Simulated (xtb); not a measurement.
CH₆GeO₃, SMILES [CH3][Ge]([OH])([OH])[OH]. All values are semi-empirical tight-binding results from xtb (GFN2-xTB unless named), good for trends rather than for accurate numbers. The structure is a stationary point at GFN2-xTB. One conformer was computed; it need not be the lowest.

Optimised geometry:

Bond lengths (Å): C1–Ge2 1.977, C1–H6 1.084, C1–H7 1.084, C1–H8 1.084, Ge2–O3 1.748, Ge2–O4 1.748, Ge2–O5 1.748, O3–H9 0.954, O4–H10 0.954, O5–H11 0.954. Bond angles (°): Ge2–C1–H6 110.0, Ge2–C1–H7 110.0, Ge2–C1–H8 110.0, H6–C1–H7 108.9, H6–C1–H8 108.9, H7–C1–H8 108.9, C1–Ge2–O3 112.3, C1–Ge2–O4 112.2, C1–Ge2–O5 112.4, O3–Ge2–O4 106.6, O3–Ge2–O5 106.5, O4–Ge2–O5 106.5, Ge2–O3–H9 114.6, Ge2–O4–H10 114.6, Ge2–O5–H11 114.5.
Charge 0, spin multiplicity 1.

For metal compounds this method's bond lengths and energies can be far off.

Computed properties:
The point group as xtb finds it is C3 and the orbital gap is 7.49 eV. The zero-point energy is 45.9 kcal/mol and the G − E(el) at 298.15 K (modified RRHO) is 25.3 kcal/mol.

Computed atomic charges and the Wiberg bond orders between heavy atoms:
charges (e) C1 -0.15, Ge2 0.41, O3 -0.47, O4 -0.48, O5 -0.48, H6 0.07, H7 0.07, H8 0.07, H9 0.32, H10 0.32, H11 0.32. Bond orders C1–Ge2 0.81, Ge2–O3 1.09, Ge2–O4 1.09, Ge2–O5 1.09.
